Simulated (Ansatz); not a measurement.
Program: Ansatz. Geometries: PBE0-D4/def2-TZVP. ΔE: electronic, gas phase. CCSD(T)/CBS adds triple-zeta CCSD(T) − MP2 to the extrapolated MP2 energy (def2 sets, frozen cores). This one scheme is used for every species. Functionals use def2-TZVPP. B3LYP here is the variant with VWN-RPA as its local correlation; programs differ in this. Elements past krypton have def2 core potentials. For Br, In outer-core shells are correlated without core-valence functions, which leaves a few kJ/mol of doubt a bond. Scalar relativity is left out up to krypton. One conformer a species, not always the lowest.

`O[CH2][InH][Br]` + `C=C(C)C` → `[CH3][InH][Br]` + `C=C(C)CO`  (formal exchange of groups at the In–C bond)

```
             level  ΔE (kJ/mol)  difference from CCSD(T)/CBS
            PBE-D4        -14.7                         10.3
         r2SCAN-D4        -19.8                          5.2
           PBE0-D4        -21.3                          3.7
          B3LYP-D4        -19.5                          5.5
           ωB97X-V        -26.7                         -1.7
           ωB97M-V        -26.0                         -1.0
            B2PLYP        -24.5                          0.5
               PBE        -15.6                          9.4
            r2SCAN        -19.8                          5.2
              PBE0        -22.0                          3.0
             B3LYP        -21.3                          3.7
     HF/def2-TZVPP        -37.8                        -12.8
    MP2/def2-TZVPP        -28.3                         -3.3
SCS-MP2/def2-TZVPP        -29.1                         -4.1
   CCSD/def2-TZVPP        -29.6                         -4.6
CCSD(T)/def2-TZVPP        -28.0                         -3.0
     HF/def2-QZVPP        -37.9                        -12.9
    MP2/def2-QZVPP        -26.6                         -1.6
SCS-MP2/def2-QZVPP        -27.7                         -2.7
      HF/CBS(def2)        -37.9                        -12.9
     MP2/CBS(def2)        -25.3                         -0.3
    CCSD/CBS(def2)        -26.6                         -1.6
       CCSD(T)/CBS        -25.0                            0
```

Largest T1 diagnostic among the species: 0.012.

From PBE to PBE0 (25 % exact exchange), in def2-TZVPP and without D4, ΔE moves by −6.3 kJ/mol. In def2-TZVPP, CCSD(T) changes the Hartree–Fock value by +9.8 kJ/mol (the triples alone add +1.7 kJ/mol) and MP2 by +9.5 kJ/mol.

CCSD(T)/CBS has its own doubt, a few kJ/mol and more with outer-core shells, so smaller differences from it don't rank the levels.
